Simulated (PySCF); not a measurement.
C7H12BF.
Structure used (PBE0-D3(BJ)/def2-SVP), in Å, numbered top down from 1:
```xyz
21
C7H12BF angstrom
C      3.585   -0.425    0.085
C      2.372   -0.906    0.359
C      1.186   -0.812   -0.548
C      0.038    0.013    0.028
C     -0.638   -0.521    1.298
B     -2.079    0.102    1.273
C     -2.280    0.747   -0.140
C     -1.119    0.201   -0.953
F     -0.753    1.014   -2.005
H      4.411   -0.516    0.795
H      3.798    0.076   -0.865
H      2.206   -1.401    1.325
H      1.486   -0.374   -1.513
H      0.806   -1.830   -0.762
H      0.421    1.029    0.239
H     -0.056   -0.412    2.225
H     -0.823   -1.615    1.197
H     -2.881    0.093    2.177
H     -3.266    0.706   -0.623
H     -2.075    1.823    0.059
H     -1.392   -0.780   -1.391
```

Theory: delta-SCF UKS SCAN, pcX-2 on the ionised atom, pcseg-1 elsewhere, spin-free X2C in PySCF. Each 1s hole has a ground state of its own, since the core basis sits on the ionised atom alone.

```csv
ionised atom,basis functions,E(ground) (Eh),binding energy (eV)
C1,217,-398.59678,290.043
C2,217,-398.59729,290.449
C3,217,-398.59556,290.574
C4,217,-398.59716,290.532
C5,217,-398.59543,290.196
C7,217,-398.59639,290.262
C8,217,-398.60058,292.591
F9,217,-398.64296,691.935
```

Problem. Fill in the total energy of each core-ionised state.

Solution. With binding energy = E(ionised) − E(ground) and 27.2114 eV a hartree:

```tsv
atom	binding energy (Eh)	E(ionised) (Eh)
C1	10.6589	-387.9379
C2	10.6738	-387.9235
C3	10.6784	-387.9172
C4	10.6768	-387.9203
C5	10.6645	-387.9309
C7	10.6669	-387.9295
C8	10.7525	-387.8481
F9	25.4282	-373.2148
```

Problem. How much do the ground-state energies differ, and what would follow from using one of them for all holes?

Solution. They run from -398.6430 Eh (core basis on F9) to -398.5954 Eh (on C5), 0.0476 Eh or 1.30 eV apart, though the state is the same; only basis and grid differ. Pairing the ion of C5 with the ground state of F9 would put its binding energy 1.30 eV too high.

The listed C 1s values span 2.55 eV, from C1 (bonded to C (double bond) and 2 H) to C8 (bonded to F, 2 C and H). Summing the Pauling electronegativity differences to the bonded atoms, each weighted by its formal bond order, gives -0.70 for the lowest site and +1.08 for the highest; no listed site has a larger sum than the highest. The smallest sum, -1.21, belongs to C5, 0.16 eV above the lowest. The values 290.53 and 290.57 eV lie too close for their order to be trusted.

Only 1s holes are shown. One conformer (not necessarily the lowest) at the PBE0-D3(BJ)/def2-SVP geometry, without solvent, vibrations or thermal averaging.

Time: 10 min; peak memory 0.70 GiB. Hardware: Arm Neoverse N1, one thread, no GPU, shared host with 64 logical CPUs at a one-minute load of 60.
